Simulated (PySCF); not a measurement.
Ru(O)3(OH)2 (H2O5Ru), SMILES [O]=[Ru](=[O])(=[O])([OH])[OH], multiplicity 1.

Geometry: B3LYP-D3(BJ)/def2-SVP. The spin state was assumed, not searched. The def2 effective core potentials stand for the cores of Ru; spin–orbit coupling is left out. One conformer was computed; it need not be the lowest.

Method: PBE0/def2-TZVP (PySCF).

Symmetry labels are those of the subgroup Cs that the program uses (full group Cs).

**Question.** List the valence orbital energies around the gap with their symmetry. (Estimate from the structure and the level; the computed values follow.)

**Answer.** 
```json
[
 {"orbital": "HOMO−7", "symmetry": "A'", "energy (eV)": "-11.80"},
 {"orbital": "HOMO−6", "symmetry": "A'", "energy (eV)": "-11.18"},
 {"orbital": "HOMO−5", "symmetry": "A\"", "energy (eV)": "-10.97"},
 {"orbital": "HOMO−4", "symmetry": "A'", "energy (eV)": "-10.80"},
 {"orbital": "HOMO−3", "symmetry": "A'", "energy (eV)": "-10.38"},
 {"orbital": "HOMO−2", "symmetry": "A\"", "energy (eV)": "-9.99"},
 {"orbital": "HOMO−1", "symmetry": "A'", "energy (eV)": "-9.71"},
 {"orbital": "HOMO", "symmetry": "A\"", "energy (eV)": "-9.53"},
 {"orbital": "LUMO", "symmetry": "A\"", "energy (eV)": "-5.75"},
 {"orbital": "LUMO+1", "symmetry": "A\"", "energy (eV)": "-5.30"},
 {"orbital": "LUMO+2", "symmetry": "A'", "energy (eV)": "-3.76"},
 {"orbital": "LUMO+3", "symmetry": "A'", "energy (eV)": "-3.01"}
]
```
